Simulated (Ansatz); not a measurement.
Molecule: C$_{6}$H$_{11}$ (charge 0, doublet). It need not be the lowest isomer of its formula. 
Structure (B3LYP-D3(BJ)/def2-TZVP (Ansatz, a first-principles code) minimum search):
SMILES: C=C(C)C[CH]C
```xyz
17

C      2.2594    -0.3517    -1.0017
C      1.4301     0.4297    -0.0503
C      0.4100    -0.2041     0.8386
C     -1.0142     0.0622     0.3877
C     -1.8516     0.7913     1.1202
C     -1.4083    -0.5291    -0.9349
H      3.1172     0.2202    -1.3595
H      1.6906    -0.6617    -1.8927
H      2.6295    -1.2754    -0.5445
H      1.4329     1.5118    -0.1116
H      0.5770    -1.2870     0.8685
H      0.5193     0.1656     1.8638
H     -2.8649     0.9909     0.7934
H     -1.5513     1.2121     2.0721
H     -2.4496    -0.3164    -1.1748
H     -1.2691    -1.6145    -0.9314
H     -0.7837    -0.1349    -1.7409
```
Charge 0, spin multiplicity 2.

Basis-set convergence of Hartree-Fock and CCSD correlation energies (hartree) with Ansatz. Cores are frozen in the correlated levels unless marked. UHF or UKS for open shells. No spin-orbit coupling. Non-relativistic.

| basis | functions | E(HF) | E(corr, CCSD) |
|---|---|---|---|
| cc-pVDZ | 139 | -233.56888 | -0.89435 |
| cc-pVTZ | 334 | ? | ? |

Q: Fill in the missing entries.

A: 
- cc-pVTZ, E(HF): -233.63271
- cc-pVTZ, E(corr, CCSD): -1.06030
